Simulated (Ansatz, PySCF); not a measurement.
Species: sum formula SiClF2, charge -1, multiplicity 1. It need not be the lowest isomer of its formula. Whether it binds its extra electron was not tested at this geometry. 
Geometry from a B3LYP-D3(BJ)/def2-TZVP (Ansatz, a first-principles code) optimisation:
SMILES: F[Si-](F)Cl
```xyz
4

Si    -0.5709     0.0099     0.6058
F     -1.1217    -1.2091    -0.3888
F     -1.0438     1.2864    -0.3563
Cl     1.6167    -0.0491    -0.1044
```
Charge -1, spin multiplicity 1.

Total electronic energies in hartree. Correlated levels leave the core frozen unless marked. Spin-orbit coupling is left out. Non-relativistic. CBS(X,Y): correlation extrapolated as X^-3; Hartree-Fock from the larger set. The bracket is a focal-point correction in the basis named.

```json
[
 {"level": "HF/cc-pwCVTZ", "program": "Ansatz", "energy (Eh)": "-947.62467"},
 {"level": "HF-D4/def2-TZVPD", "program": "PySCF + dftd4", "energy (Eh)": "-947.64140"},
 {"level": "SVWN5/def2-TZVPD", "program": "Ansatz", "energy (Eh)": "-945.84255"},
 {"level": "PBE0/def2-SVP", "program": "Ansatz", "energy (Eh)": "-948.71871"},
 {"level": "r2SCAN0/def2-TZVPD", "program": "Ansatz", "energy (Eh)": "-949.54662"},
 {"level": "PW6B95/def2-TZVPD", "program": "PySCF", "energy (Eh)": "-950.54370"},
 {"level": "B2PLYP/def2-TZVPD", "program": "Ansatz", "energy (Eh)": "-949.37410"},
 {"level": "CCSD/aug-cc-pV(T+d)Z", "program": "Ansatz", "energy (Eh)": "-948.48852"},
 {"level": "RI-MP2/CBS(aug-cc-pV(T+d)Z,aug-cc-pV(Q+d)Z)+[CCSD(T)-MP2]/aug-cc-pV(T+d)Z", "program": "Ansatz", "energy (Eh)": "-948.6574"}
]
```

Totals of different functionals don't rank their quality; only differences between species are comparable.
